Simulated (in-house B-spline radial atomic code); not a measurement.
## Binding energies in the bromine ion Br²⁺

NIST's tabulated ground configuration is [Ar] 3d10 4s2 4p3; each binding energy is the energy of the ion with one electron taken from that subshell, relaxed, less that of the parent. Method: Dirac-Kohn-Sham B3LYP, spherical fractional occupations, Fermi nucleus of rms radius 4.1629 fm. Calculated with a radial B-spline atomic code at the basis-set limit. Energies include first-order Breit, QED and recoil terms.

Caution: exact exchange at fractional occupations of open shells leaves self-interaction of up to several eV.

| subshell | X-ray name | binding energy (eV) | -ε (eV) | relaxation (eV) |
| --- | --- | --- | --- | --- |
| 1s | K | 13559.5 | 13389.4 | -196.4 |
| 2s | L1 | 1804.3 | 1776.0 | -30.9 |
| 2p1/2 | L2 | 1636.6 | 1600.8 | -38.2 |
| 2p3/2 | L3 | 1592 | 1553.2 | -40.4 |
| 3s | M1 | 282.2 | 270.2 | -12.3 |
| 3p1/2 | M2 | 220.9 | 209.0 | -12.2 |
| 3p3/2 | M3 | 215 | 202.0 | -13.1 |
| 3d3/2 | M4 | 108.6 | 95.7 | -12.9 |
| 3d5/2 | M5 | 107.9 | 94.6 | -13.2 |
| 4s | N1 | 49.39 | 43.55 | -5.88 |
| 4p | N2,3 | 33.95 | 28.39 | -5.57 |

Relaxation = -ε minus the binding energy without Breit, QED and recoil terms. With a density functional, K lines can miss by some tenths of a per cent, more in light atoms. For a density functional the relaxation so defined is negative, because -ε of a Kohn-Sham level is smaller than the binding energy.

Emission lines follow as differences of binding energies, with λ = 12398.42 eV·Å / E:

```csv
line,holes,energy (eV),wavelength (Å)
K-L3,1s → 2p3/2,11967.5,1.036
K-L2,1s → 2p1/2,11922.9,1.0399
K-M3,1s → 3p3/2,13344.5,0.9291
L3-M5,2p3/2 → 3d5/2,1484.1,8.3542
L2-M4,2p1/2 → 3d3/2,1528.0,8.1141
L1-M3,2s → 3p3/2,1589.3,7.8012
L3-M1,2p3/2 → 3s,1309.8,9.4659
```

(1) What screening constant σ does Moseley's law, E = (3/4)·13.6057 eV·(Z - σ)², need for K-L3?

(2) What does it cost to remove both a 2p3/2 and a 2p1/2 electron?

(3) What does it cost to remove both a 3d5/2 and a 4p electron?

(4) What does it cost to remove both a 1s and a 3d5/2 electron?

Results:

(1) σ = 0.75.

(2) 3320.1 eV, which is 91.51 eV more than the two single binding energies together.

(3) 156.86 eV, which is 15.06 eV more than the two single binding energies together.

(4) 13701 eV, which is 33.41 eV more than the two single binding energies together.
